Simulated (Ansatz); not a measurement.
Molecule: CH₆NSi, charge 0, multiplicity 2. It need not be the lowest isomer of its formula. SMILES: C[SiH2][NH]
Coordinates optimised at B3LYP-D3(BJ)/def2-TZVP (Ansatz, a program for electronic structure):
```xyz
9

C     -1.5515     0.1660     0.1607
Si     0.2217    -0.4058     0.1711
N      1.2384     0.7999    -0.6019
H     -1.6542     1.1109     0.6974
H     -2.2025    -0.5700     0.6374
H     -1.9005     0.3187    -0.8622
H      0.3650    -1.6954    -0.5607
H      0.7009    -0.6151     1.5661
H      2.2268     0.5366    -0.6243
```
Charge 0, spin multiplicity 2.

Quantity: atomisation energy (electronic, to ground-state atoms), in eV. Valence correlation only, unless marked. Open shells are spin-unrestricted. Spin-orbit coupling is left out. Non-relativistic. The coupled-cluster limit lacks core correlation, which all-electron functionals hold. Basis-set limits of correlation are two-point, X^-3; Hartree-Fock from the larger set.

```json
[
 {"level": "HF/cc-pV(Q+d)Z", "program": "Ansatz", "atomisation energy (eV)": "22.71"},
 {"level": "BLYP-D4/def2-TZVPD", "program": "Ansatz + dftd4", "atomisation energy (eV)": "30.67"},
 {"level": "RPA@PBE/cc-pV(Q+d)Z", "program": "Ansatz", "atomisation energy (eV)": "29.26"},
 {"level": "RI-MP2/CBS(def2-TZVPPD,def2-QZVPPD)", "program": "Ansatz", "atomisation energy (eV)": "30.51"},
 {"level": "SCS-MP2/aug-cc-pV(Q+d)Z", "program": "Ansatz", "atomisation energy (eV)": "30.69"}
]
```

Problem. Predict the CCSD(T)/CBS(aug-cc-pV(T+d)Z,aug-cc-pV(Q+d)Z) result (Ansatz).

Solution. 30.62 eV
